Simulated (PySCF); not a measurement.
## Ag: electron affinity

Ag⁻ [Kr] 4d10 5s2 (1S) → Ag [Kr] 4d10 5s1 (2S), as a difference of total energies. Calculation: PySCF 2.14, in aug-cc-pVTZ-PP with one added diffuse shell each of s, p, d, f, g type with ECP28MDF (7s7p6d4f3g, 113 functions); a scalar-relativistic core potential. Correlated levels: valence: 4s2 4p6 frozen. The calculations carry no spin-orbit coupling.

```tsv
method	electron affinity (eV)
UHF	0.102
LDA	1.661
PBE	1.397
PBE0	1.148
r2SCAN	1.272
revPBE	1.301
wB97M-V	1.101
PBEsol	1.388
MP2 (valence)	1.076
SCS-MP2 (valence)	1.096
```

Problem. How much does correlation contribute at MP2 (valence)?

Solution. 1.076 − (0.102) = 0.974 eV, measured against UHF.

Errors of the correlated levels include the incompleteness of this basis and the frozen core.

In the anion the highest occupied orbital energy is positive at LDA, PBE, PBE0, r2SCAN, revPBE, PBEsol, a self-interaction effect; the basis confines that electron, and the energy difference can still be sensible.

For comparison: 1.304 eV (measured; photodetachment measurements, as compiled on the Wikipedia data page of electron affinities).
